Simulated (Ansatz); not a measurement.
A nudged elastic band was laid between two geometries of CH$_{5}$As (7 atoms, charge 0, multiplicity 1).

Computed with RKS r2SCAN-D4/def2-TZVP in Ansatz 0.2.0.

```json
{
 "movable images": "7",
 "climbing image": "yes",
 "spring": "5.0 eV/Å²",
 "optimiser": "fire",
 "start path": "through a guess of the saddle point",
 "force threshold": "0.05 eV/Å",
 "iteration limit": "60",
 "end points": "relaxed"
}
```

Image 0:

```xyz
7
Properties=species:S:1:pos:R:3
C -0.062 -0.754 -0.256
As 0.727 0.809 0.667
H -0.248 -1.532 0.484
H 0.664 -1.129 -0.977
H -0.990 -0.507 -0.767
H -0.577 1.274 1.303
H 0.548 1.771 -0.500
```

Image 8:

```xyz
7
Properties=species:S:1:pos:R:3
C -0.619 -0.927 -0.545
As 0.379 0.423 0.153
H -0.582 -1.804 0.102
H 1.816 0.006 0.290
H -1.639 -0.590 -0.735
H 0.274 1.236 1.480
H 0.431 1.590 -0.791
```

Which bonds break or form, and what moves?

Bonds broken: C1–H4. Bonds formed: As2–H4.

Give the energies along the band, and the barrier.

It converged. The highest image is number 5 of 0 to 8, 4.05 eV above the first end and 1.27 eV above the last; the last end lies 2.78 eV above the first. Neighbouring images differ by up to 1.7 eV, so the band resolves the path poorly. Another band between the same ends (7 images) ends at a top of the same energy, where a vibrational analysis finds 1 clearly imaginary mode. The orbitals stay closed-shell, which can raise the energy where a bond breaks towards radicals; this wasn't checked here.

| image | path coordinate (Å) | energy (eV) | C1–H4 (Å) | As2–H4 (Å) |
| --- | --- | --- | --- | --- |
| 0 | 0.00 | 0.00 | 1.09 | 2.54 |
| 1 | 0.35 | 0.11 | 1.09 | 2.39 |
| 2 | 0.71 | 0.55 | 1.10 | 2.15 |
| 3 | 1.07 | 1.77 | 1.23 | 1.88 |
| 4 | 1.43 | 3.47 | 1.56 | 1.70 |
| 5 | 1.80 | 4.05 | 1.91 | 1.58 |
| 6 | 2.23 | 3.60 | 2.22 | 1.51 |
| 7 | 2.66 | 2.96 | 2.50 | 1.49 |
| 8 | 3.09 | 2.78 | 2.74 | 1.50 |

What is the geometry of the highest image?


```xyz
7
Properties=species:S:1:pos:R:3
C -0.540 -0.793 -0.337
As 0.490 0.551 0.406
H -0.309 -1.759 0.092
H 1.352 -0.540 -0.339
H -1.527 -0.666 -0.770
H -0.042 1.524 1.548
H 0.636 1.615 -0.646
```

Time of the run: 4.2 min on 2 threads of AMD EPYC 9R45 (Zen 5) (shared host), peak memory 0.19 GiB.
